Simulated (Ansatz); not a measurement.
Mulliken charges of `[OH][Hf]([OH])([I])[I]` from r2SCAN/def2-TZVPP in Ansatz (PBE0-D4/def2-TZVP geometry).

```tsv
atom	x (Å)	y (Å)	z (Å)	charge (e)
O1	0.636	0.702	1.425	-0.425
Hf2	-0.198	-0.296	0.054	0.952
O3	0.149	0.468	-1.639	-0.425
I4	0.793	-2.838	0.091	-0.251
I5	-2.894	-0.294	0.481	-0.251
H6	1.106	1.297	2.001	0.200
H7	0.407	0.960	-2.413	0.200
```

Q: By hand: the dipole of these point charges (1 e Å = 4.8032 D).

A: Σ q r = (0.308, 0.458, -0.084) e Å, of length 0.558 e Å = 2.68 D.

Q: How does the dipole of the full density compare? (Estimate.)

A: The calculation gave: (0.452, 0.675, -0.123) e Å, 3.95 D; the point charges give 0.68 times that, at 0° from its direction.

Point charges leave out the atoms' own dipoles, such as those of lone pairs, and Mulliken's split depends on the basis, so the two needn't agree.
